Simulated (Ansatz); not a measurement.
Two isomers of C3H10OSi: A = `C[Si](C)(C)O`, B = `CC(C)O[SiH3]`.

Computed with Ansatz on PBE0-D4/def2-TZVP structures; ΔE is electronic, products minus reactants. CCSD(T)/CBS is the MP2 limit (def2-TZVPP, def2-QZVPP) plus CCSD(T) − MP2 in def2-TZVPP, frozen cores. DFT in def2-TZVPP. B3LYP here is the variant with VWN-RPA as its local correlation; programs differ in this. One conformer a species, not always the lowest.

Problem. Which is lower in electronic energy at CCSD(T)/CBS, and by how much? (Estimate.)

Solution. The calculation gave: A, by 41.0 kcal/mol.

Problem. Give E(B) − E(A) in kcal/mol with LDA (SPW92), CCSD/def2-TZVPP, r2SCAN-D4, B2PLYP, PBE-D4, B3LYP, HF/def2-TZVPP. (An estimate is asked.)

Solution. The calculation gave: LDA (SPW92) 39.5, CCSD/def2-TZVPP 39.4, r2SCAN-D4 42.5, B2PLYP 40.0, PBE-D4 41.2, B3LYP 39.2, HF/def2-TZVPP 35.1. None reverses the order clearly.

Problem. Does the order hold for the free energy at 298.15 K (harmonic terms from PBE0-D4)? (An estimate is asked.)

Solution. Computed: Yes: G(B) − G(A) = +40.3 kcal/mol, for one conformer each. Modes under 60 cm⁻¹, often nearly free rotors, make the harmonic entropy too high.

Largest T1 diagnostic: 0.010.

At CCSD(T), def2-SVP lies −11.9 kcal/mol from the extrapolated value and def2-TZVPP −1.3 kcal/mol. In def2-TZVPP, CCSD(T) changes the Hartree–Fock value by +4.6 kcal/mol (the triples alone add +0.3 kcal/mol) and MP2 by +6.8 kcal/mol.
